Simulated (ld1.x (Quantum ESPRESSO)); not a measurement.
**Which change was made? (Sn, TM)**

```json
{
  "Element": "Sn (Z = 50)",
  "Generator": "ld1.x (Quantum ESPRESSO) 7.5",
  "Type": "norm-conserving Troullier–Martins (Kleinman–Bylander form)",
  "Functional": "PBEsol",
  "Relativity": "scalar-relativistic",
  "Frozen core": "[Kr] 4d10",
  "Valence charge": "4",
  "Reference configuration": "5s2 5p2",
  "Partial waves": "5s (bound): rc 2.00 bohr; 5p (bound): rc 2.70 bohr; 5d channel at 0.25 Ry: rc 2.25 bohr",
  "Local potential": "the d channel",
  "Core correction": "none"
}
```

Cutoffs, loose and tight: the cutoffs (Ry, on a coarse ladder) from which the occupation-weighted sum of valence levels, in a spherical-Bessel basis at the reference potential, stays within 10 and 1 mRy of its value at 400 Ry. They do not see the model core or the augmentation charge, which bear on the density cutoff. Test errors are all-electron minus pseudo excitation energies from the reference, over the configurations 5s2 5p1; 5s2 5p0; 5s1 5p0; 5s2 5p1.5; 5s1 5p3; 5s2 5p2.3; 5s1 5p2; variants that change the core or the reference have their own tests. The largest error is taken over the tests solved by every variant that gives reliable tests at all, those not shown here included: 5s1 5p2; 5s1 5p3; 5s2 5p1; 5s2 5p1.5; 5s2 5p2.3.

The base gives: outcome: generated; cutoff, loose: 12 Ry; cutoff, tight: 30 Ry; bound ghosts: s, p; largest test error (meV): +8.5.

(1) After one change the result is: outcome: generated; cutoff, loose: 50 Ry; cutoff, tight: 100 Ry; bound ghosts: s, p; largest test error (meV): +9.3. Which change was it?
A. all radii scaled by about 1.39 (s 2.78, p 3.76, d 3.14 bohr)
B. all radii scaled by about 0.78 (s 1.56, p 2.10, d 1.74 bohr)
C. all radii scaled by about 0.92 (s 1.84, p 2.48, d 2.06 bohr)

Results:

(1) B. The others give: all radii scaled by about 1.39 (s 2.78, p 3.76, d 3.14 bohr) → outcome: generated; cutoff, loose: 8 Ry; cutoff, tight: 21 Ry; bound ghosts: s; largest test error (meV): +21 | all radii scaled by about 0.92 (s 1.84, p 2.48, d 2.06 bohr) → outcome: generated; cutoff, loose: 21 Ry; cutoff, tight: 30 Ry; bound ghosts: s, p; largest test error (meV): +8.6.
